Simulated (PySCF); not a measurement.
## A small calculation by hand: oscillator strength and radiative lifetime

methyl(prop-2-ynyl)silane (C4H8Si), SMILES C[SiH2]CC#C.

Geometry: B3LYP-D3(BJ)/def2-SVP. The values are those of a single conformer.

TDDFT-PBE/def2-SVPD (PySCF) puts the first singlet state with f over 0.02 at 6.55 eV (vertical), with the transition dipole (-0.096, 0.522, 0.000) in atomic units.

Problem. Find the oscillator strength, the wavelength and the radiative lifetime that this transition would have in vacuum if emission retraced absorption.

Solution. 
|μ|² = 0.2817 au, so |μ| = 1.35 D. ΔE = 6.55/27.211 = 0.2407 hartree. f = (2/3) ΔE |μ|² = 0.045 (the program prints 0.045).
λ = 1239.84/6.55 = 189 nm; ν = 52829 cm⁻¹.
Einstein's coefficient A = 0.6670 ν² f s⁻¹ (ν in cm⁻¹) = 8.4e7 s⁻¹, so τ = 1/A = 12 ns. This state is S6; the lower singlets have f = 0.001, 0.000, 0.000, 0.001, 0.005. The figure is the radiative limit of this one transition; relaxation, internal conversion, crossing to triplets and a medium change what is measured.
